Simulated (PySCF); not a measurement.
Gas-phase reaction: 4 GeH₃ + C₃H₄ (cyclic) = 4 GeH₄ + 3 C

Computed with PySCF (xtb for GFN2) and rigid-rotor harmonic-oscillator thermochemistry at 1 bar. † marks an energy on the PBE0/def2-TZVP geometry and frequencies; other levels use their own. MP2 and CCSD(T) freeze the core. 6-31G* has spherical d functions here. Open shells (unrestricted): GeH₃ (multiplicity 2), C (multiplicity 3, electronic degeneracy 9); the rest are closed-shell singlets. GFN2 has no spin-polarisation term. Spin-orbit splitting is ignored; it lowers the true energy and changes the entropy of C. B3LYP is the form with VWN-RPA correlation. Ge: all electrons, no relativistic terms. GeH₃: computed as isolated molecules; such fragments, hydroxides, amides, oligomers or adducts are transient or little studied in the gas. MP2 isn't extrapolated to the basis-set limit; its ΔH°(298 K) is 1337.7 kJ in def2-SVP and 1334.6 kJ in def2-TZVPP. CCSD(T) isn't extrapolated to the basis-set limit; its ΔH°(298 K) is 1252.6 kJ in def2-SVP and 1236.5 kJ in def2-TZVPP. The harmonic model lacks anharmonicity and excited electronic states, which grow with temperature; levels with a mode under 35 cm⁻¹ are left out.

| level | ΔE electronic, kJ | ΔH°(298 K), kJ | ΔS°(298 K), J/K | ΔG°(1000 K), kJ |
|---|---|---|---|---|
| B3LYP/6-31G* | 1367 | 1328 | 182 | 1133 |
| B3LYP/def2-TZVP† | 1354 | 1314 | 182 | 1120 |
| CCSD(T)/def2-TZVPP† | 1276 | 1237 | 182 | 1042 |
| GFN2-xTB | 1932 | 1918 | 181 | 1726 |
| MP2/def2-TZVPP† | 1374 | 1335 | 182 | 1141 |
| PBE/def2-SVP | 1526 | 1489 | 182 | 1296 |
| PBE/def2-TZVP† | 1494 | 1455 | 182 | 1261 |
| PBE0/def2-QZVP† | 1438 | 1399 | 182 | 1205 |
| r2SCAN/def2-TZVP† | 1404 | 1364 | 182 | 1170 |
| ωB97M-V/def2-TZVP† | 1366 | 1326 | 182 | 1132 |
| ωB97X-V/def2-TZVP† | 1333 | 1294 | 182 | 1100 |
ΔH° is lowest at CCSD(T)/def2-TZVPP† and highest at GFN2-xTB. No reference value is set beside these.
